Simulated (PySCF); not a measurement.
SiFCl2, SMILES F[Si](Cl)Cl, multiplicity 2. Atoms are numbered in the order given.

```xyz
4

Si     0.4663     0.3860     0.0000
F     -0.3037     1.8072     0.0000
Cl    -0.1116    -0.6373    -1.6852
Cl    -0.1116    -0.6373     1.6852
```
Charge 0, spin multiplicity 2.

Geometry: PBE0-D3(BJ)/def2-SVP.

All values below come from ωB97X/def2-TZVPD in PySCF.

Mulliken values depend strongly on the basis, most of all with diffuse functions as here. ESP charges are fitted to the potential on shells at 1.4 to 2.0 van der Waals radii. Atomic charges (e):

| atom | Mulliken | ESP fit | Mulliken spin |
|---|---|---|---|
| Si1 | 0.62 | 0.29 | 0.74 |
| F2 | -0.23 | -0.15 | 0.05 |
| Cl3 | -0.20 | -0.07 | 0.11 |
| Cl4 | -0.20 | -0.07 | 0.11 |
